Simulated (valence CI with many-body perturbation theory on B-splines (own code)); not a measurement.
The numbers below are computed, except where a source is named.
**Hyperfine factors and g values of Re44+**

Level of theory: valence CI with perturbative core correlation (CI+MBPT): three valence electrons over a frozen Dirac-Fock core [Ar] 3d10, radial functions for each j: 11 s, 11 p, 9 d, 7 f, 5 g, 2 h, 1 i, with the one-electron correlation potential Σ1, the two-electron term Σ2, the three-electron term Σ3, Breit, model QED; selected CI, second order for the rest (own B-spline code, finite nucleus).

No measured spectrum was set against this ion. As an estimate, large intervals hold to a few tenths of a per cent, small ones and those within an open d or f shell to about a per cent.

A/g_I is the dipole constant over the nuclear g factor μ/I (μ in nuclear magnetons, uniformly magnetised nucleus), B/Q the quadrupole constant per barn. Both hold the static response of the core; the bare values leave it out. Large factors of s and p1/2 electrons are usually good to 5 to 10 %; those of open d and f shells near neutrality can be off by tens of per cent, and small factors of p3/2, d and f electrons come from cancelling terms and can be off by a factor of two or in sign, in half-filled shells by more. B is blank for J = 1/2, where it vanishes, and for nearly pure S terms. Energies count from the lowest level.

Levels are named by their leading jj configuration (3d3/2^4 stands for four electrons in 3d with j = 3/2), which in mixed levels can hold well under half, so a name can repeat and another be missing. Letters in brackets count levels of one name in rising energy.

| Level | E (eV) | g | A/g_I (MHz) | A/g_I bare | B/Q (MHz/b) | B/Q bare |
| --- | --- | --- | --- | --- | --- | --- |
| (4s^2 4p1/2) J=1/2 | 0.00 | 0.659 | 554000 | 537000 |  |  |
| (4s 4p1/2^2) J=1/2 | 99.34 | 2.183 | 1670000 | 1620000 |  |  |
| (4s^2 4p3/2) J=3/2 | 105.50 | 1.329 | 63500 | 61100 | 127000 | 123000 |
| (4s 4p1/2 4p3/2) J=3/2 [a] | 191.36 | 1.655 | 398000 | 385000 | 103000 | 99600 |
| (4s 4p1/2 4p3/2) J=5/2 | 199.92 | 1.357 | 485000 | 470000 | 89900 | 87100 |
| (4s 4p1/2 4p3/2) J=3/2 [b] | 212.03 | 0.979 | 11700 | 11300 | 82200 | 79600 |
| (4s 4p1/2 4p3/2) J=1/2 | 214.52 | 1.238 | -592000 | -573000 |  |  |
| (4s^2 4d3/2) J=3/2 | 269.85 | 0.819 | 21500 | 21800 | 16100 | 16100 |
| (4s^2 4d5/2) J=5/2 | 287.26 | 1.271 | 106000 | 103000 | 8250 | 8320 |
| (4s 4p3/2^2) J=5/2 | 306.79 | 1.358 | 309000 | 299000 | 55300 | 53800 |
| (4p1/2^2 4p3/2) J=3/2 | 311.60 | 1.324 | 58100 | 56800 | 119000 | 115000 |
| (4s 4p3/2^2) J=1/2 | 319.97 | 1.900 | 1710000 | 1660000 |  |  |
| (4s 4p3/2^2) J=3/2 | 323.64 | 1.194 | -258000 | -250000 | -26700 | -26000 |
| (4s 4p1/2 4d3/2) J=3/2 [a] | 348.11 | 0.500 | -153000 | -148000 | 26200 | 25700 |
| (4s 4p1/2 4d3/2) J=5/2 | 355.32 | 1.040 | 446000 | 432000 | 4230 | 4530 |
| (4s 4p1/2 4d3/2) J=1/2 | 368.68 | 0.393 | -692000 | -669000 |  |  |
| (4s 4p1/2 4d3/2) J=3/2 [b] | 369.83 | 1.301 | 430000 | 417000 | 16600 | 16200 |
| (4s 4p1/2 4d5/2) J=5/2 [a] | 378.55 | 1.352 | 156000 | 152000 | 20600 | 20300 |
| (4s 4p1/2 4d5/2) J=7/2 | 383.91 | 1.248 | 325000 | 316000 | 1050 | 1450 |
| (4s 4p1/2 4d5/2) J=5/2 [b] | 389.30 | 1.078 | 32800 | 32600 | 21600 | 21200 |
| (4s 4p1/2 4d5/2) J=3/2 | 389.72 | 1.174 | -322000 | -311000 | -4990 | -4590 |
| (4p1/2 4p3/2^2) J=5/2 | 417.10 | 1.143 | 149000 | 144000 | 27700 | 26900 |
| (4p1/2 4p3/2^2) J=3/2 | 417.47 | 1.342 | -66100 | -63300 | 27000 | 26300 |
| (4p1/2 4p3/2^2) J=1/2 | 422.87 | 0.660 | 546000 | 527000 |  |  |
| (4s^2 4f5/2) J=5/2 | 457.46 | 0.883 | -32900 | -31200 | 42800 | 41000 |
| (4s 4p3/2 4d3/2) J=7/2 | 461.69 | 1.195 | 149000 | 145000 | 89300 | 86300 |
| (4s 4p3/2 4d3/2) J=3/2 [a] | 462.22 | 1.327 | 251000 | 243000 | -6760 | -6800 |
| (4s 4p3/2 4d3/2) J=1/2 [a] | 462.27 | 2.308 | 875000 | 847000 |  |  |
| (4s 4p3/2 4d3/2) J=5/2 [a] | 462.70 | 1.241 | 287000 | 278000 | 13100 | 12600 |
| (4p1/2^2 4d3/2) J=3/2 | 464.77 | 0.771 | 31600 | 30800 | 22000 | 21700 |
| (4s^2 4f7/2) J=7/2 | 470.17 | 1.239 | 143000 | 139000 | 23000 | 22000 |
| (4s 4p3/2 4d5/2) J=9/2 | 473.65 | 1.329 | 219000 | 213000 | 154000 | 150000 |
| (4s 4p3/2 4d3/2) J=3/2 [b] | 476.36 | 0.986 | 10200 | 10500 | -70200 | -67900 |
| (4s 4p3/2 4d3/2) J=1/2 [b] | 485.27 | 0.587 | 225000 | 219000 |  |  |
| (4s 4p3/2 4d5/2) J=5/2 [a] | 485.44 | 1.349 | 337000 | 327000 | -68800 | -66600 |
| (4s 4p3/2 4d5/2) J=3/2 [a] | 489.48 | 1.184 | -114000 | -109000 | -71800 | -69600 |
| (4s 4p3/2 4d3/2) J=5/2 [b] | 489.78 | 0.951 | -76000 | -73000 | 72100 | 70200 |
| (4s 4p3/2 4d5/2) J=7/2 [a] | 492.48 | 1.185 | 40500 | 39700 | 129000 | 125000 |
| (4p1/2^2 4d5/2) J=5/2 | 492.88 | 1.192 | 4330 | 5680 | 18100 | 17900 |
| (4s 4p3/2 4d5/2) J=7/2 [b] | 503.13 | 1.206 | 79300 | 77500 | 66300 | 64600 |

Problem. Take the isotope of mass number 187, with I = 5/2, μ = 3.209 μN and Q = 1.94 b. What is the hyperfine structure of (4s 4p1/2 4p3/2) J=3/2 [b]?

Solution. From the table A = 15000 MHz, B = 159000 MHz. Shifts from the centre of gravity in MHz: F = 1: 32600, F = 2: -64600, F = 3: -91200, F = 4: 96000.
